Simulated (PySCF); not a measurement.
## Unknown compound

An unknown has the formula C$_{4}$H$_{8}$OSi$_{2}$. Its calculated NMR data are:

1H NMR (400 MHz, computed): δ 7.25 (m, 1H), 6.39 (d, 1H), 5.38 (m, 1H), 5.02 (s, 3H), 4.58 (m, 2H).

13C{1H} NMR (computed): δ 174.0 (C), 158.5 (CH), 131.6 (CH), 116.6 (CH).

Level of theory: PBE0/pcSseg-1 with gauge-including orbitals, coordinates at the GFN2-xTB level, in PySCF (averaged over atoms made equivalent by symmetry, fast rotation or ring inversion, isolated molecule, non-relativistic, one computed conformer).

Referencing at the same level of theory: 1H (σ = 31.72 ppm), 13C (σ = 186.93 ppm) against TMS.

**Question.** Which candidate is it?
A. [SiH3]O[SiH]1C=CC=C1
B. [SiH3]OC1=CC=C[SiH2]1
C. C=C1C=CO[SiH2][SiH2]1

**Answer.** B. 

- The formula gives 3 degrees of unsaturation (1 ring in the answer).
- 4 carbon signals for 4 carbons: no two carbons are equivalent.
- Carbon types of the structure: 1 × C, 3 × CH, leaving 5 H on heteroatoms.
- δC 174.0: alkene carbon bearing oxygen; an sp2 carbon further deshielded by the attached heteroatom.
- δC 158.5, 116.6: alkene CH; an sp2 carbon of a C=C bond.
- δC 131.6: β carbon of an enol-ether or enamine type C=C.
- δH 7.25, 5.38: hydrogen on an alkene CH; a vinylic proton, deshielded by the sp2 carbon and the C=C anisotropy.
- δH 6.39: hydrogen on a β carbon of an enol-ether or enamine type C=C; olefinic region.

The others: C=C1C=CO[SiH2][SiH2]1 would give 6 signals for carbon-bound and other non-exchanging H, not 5; [SiH3]O[SiH]1C=CC=C1 would give 2 carbon signals, not 4.

Shifts are as computed. Against solution values, carbons near 30 ppm lie about +3 ppm off and those near 130 ppm about +5 ppm. Of 1211 compounds with measured shifts, 218 miss one by over three times the rms of a fit or turn the order of signals round; such compounds aren't used in these exercises. Multiplicities follow the n + 1 count of equivalent neighbours, as no J values were calculated; m marks all less simple cases, F and P coupling included.
